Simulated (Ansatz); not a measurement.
Species: CH4Si, charge 0, singlet. CH4Si (methylidenesilane, SMILES C=[SiH2]).
B3LYP-D3(BJ)/def2-TZVP minimum from Ansatz (a program for electronic structure):
```xyz
6

C     -1.1498    -0.0548    -0.0450
Si     0.5479     0.0261     0.0215
H     -1.7685     0.8316    -0.0996
H     -1.6839    -0.9961    -0.0356
H      1.3979    -1.1745     0.0958
H      1.2833     1.3023     0.0091
```

Property: atomisation energy (electronic, to ground-state atoms), in kcal/mol. Radicals and triplets start from unrestricted determinants; spin-orbit coupling is neglected. CBS(X,Y): correlation extrapolated as X^-3, Hartree-Fock from the larger set (Q,5: extrapolated as (X+1)exp(-9√X)). A bracket is a step between two methods taken in the basis named. Functionals run without relativity, which enters their misses. '+ core + X2C': CCSD(T) terms for core correlation (cc-pwCVTZ, 1s frozen past Ne) and scalar relativity (cc-pVTZ-DK). For partners of very few electrons the exact lower level stands in for a higher one. The restricted determinant of CH4Si (C=[SiH2], singlet) is unstable towards broken spin symmetry in at least one set run.

CCSD(T)/CBS(cc-pV(Q+d)Z,cc-pV(5+d)Z) + [CCSDT(Q) - CCSD(T)]/cc-pV(T+d)Z + [CCSDTQ - CCSDT(Q)]/cc-pV(D+d)Z + core + X2C (Ansatz) gives 461.5 kcal/mol.

Problem. What does PBE/def2-TZVPD (Ansatz) give here, and how do the other levels compare?

Solution. PBE gives 460.9 kcal/mol, 0.6 kcal/mol below it. Differences of the others: r2SCAN/def2-TZVPD (Ansatz) -1.4; B3LYP/def2-TZVPD (Ansatz) -3.1; wB97M-V/def2-TZVPD (Ansatz) -1.0; CCSD(T)/CBS(cc-pV(Q+d)Z,cc-pV(5+d)Z) + core + X2C (Ansatz) -0.3 kcal/mol. Nearer than PBE: CCSD(T)/CBS(cc-pV(Q+d)Z,cc-pV(5+d)Z) + core + X2C.
